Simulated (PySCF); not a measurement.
**Correlation energy of Cu¹⁸⁺ (copper, charge +18)**

Starting occupation: [Ne] 3s1, 3s1/2 with m_j = +1/2. All numbers are calculated (PySCF 2.14, X2C-1e with screened-nucleus spin-orbit coupling, Gaussian nucleus, in an even-tempered Gaussian basis (19 s from 1.9 bohr⁻², ratio 2.4; 13 p from 2.4 bohr⁻², ratio 2.4; 5 d from 8.2 bohr⁻², ratio 2.6; 4 f from 12 bohr⁻², ratio 2.6)). Frozen: 1s2; 9 electrons correlated; the 52 highest virtual spinors left out.

MP2 pair energies summed by pair of shells (mhartree):

```csv
pair,energy,share (%)
2p1/2-2p3/2,-96.65,30.6
2p3/2-2p3/2,-92.19,29.2
2p3/2-2s1/2,-42.60,13.5
2p1/2-2p1/2,-22.11,7.0
2p1/2-2s1/2,-21.46,6.8
2p3/2-3s1/2,-17.32,5.5
2s1/2-2s1/2,-10.88,3.4
2p1/2-3s1/2,-8.26,2.6
2s1/2-3s1/2,-4.18,1.3
```

Total MP2 correlation energy: -315.66 mhartree.
